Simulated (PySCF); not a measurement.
borohydride (BH4), SMILES [BH4-], charge -1. Geometry optimised at B3LYP-D3(BJ)/def2-TZVPD.

Computed equilibrium geometry at B3LYP-D3(BJ)/def2-TZVPD (PySCF confirms it by a frequency run) as bond lengths and angles, and its point group:
point group Td.
Atoms: B1 H2 H3 H4 H5. Bonds (Å): B1–H2 1.237, B1–H3 1.237, B1–H4 1.237, B1–H5 1.237. Bond angles (°): H2–B1–H3 109.5, H2–B1–H4 109.5, H2–B1–H5 109.5, H3–B1–H4 109.5, H3–B1–H5 109.5, H4–B1–H5 109.5.
Charge -1, spin multiplicity 1.
